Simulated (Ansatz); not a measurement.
Start from `CO[SiH2][NH][GeH3]` and change one atom or group to get `B[SiH2]OC`.

Ansatz, PBE0-D4/def2-TZVP geometries, multiplicity 1. Each molecule was computed in one conformer, which needn't be the lowest.

Scalar relativity is left out up to krypton.

```json
{"property": "HOMO energy (B3LYP/def2-TZVPP) / eV", "`CO[SiH2][NH][GeH3]`": "-7.32"}
{"property": "HOMO energy (PBE/def2-TZVPP) / eV", "`CO[SiH2][NH][GeH3]`": "-6.21"}
{"property": "HOMO–LUMO gap (ωB97M-V/def2-TZVPP) / eV", "`CO[SiH2][NH][GeH3]`": "11.81"}
{"property": "HOMO energy (ωB97M-V/def2-TZVPP) / eV", "`CO[SiH2][NH][GeH3]`": "-9.90"}
{"property": "HOMO–LUMO gap (B3LYP/def2-TZVPP) / eV", "`CO[SiH2][NH][GeH3]`": "7.37"}
{"property": "LUMO energy (PBE0/def2-TZVPP) / eV", "`CO[SiH2][NH][GeH3]`": "0.28"}
```

Q: Give the same properties after the change, and the shifts. (An estimate is asked.)

A: Ansatz gave: 
| property | `B[SiH2]OC` | shift |
| --- | --- | --- |
| HOMO energy (B3LYP/def2-TZVPP) / eV | -7.85 | -0.53 |
| HOMO energy (PBE/def2-TZVPP) / eV | -6.57 | -0.36 |
| HOMO–LUMO gap (ωB97M-V/def2-TZVPP) / eV | 9.98 | -1.83 |
| HOMO energy (ωB97M-V/def2-TZVPP) / eV | -10.41 | -0.51 |
| HOMO–LUMO gap (B3LYP/def2-TZVPP) / eV | 5.24 | -2.13 |
| LUMO energy (PBE0/def2-TZVPP) / eV | -2.41 | -2.69 |

With PBE0 the HOMO falls by 0.50 eV and the LUMO falls by 2.69 eV, so the gap narrows by about 2.19 eV. PBE moves the HOMO by -0.36 eV and ωB97M-V by -0.51 eV.

B3LYP here is the variant with VWN-RPA as its local correlation; programs differ in this.
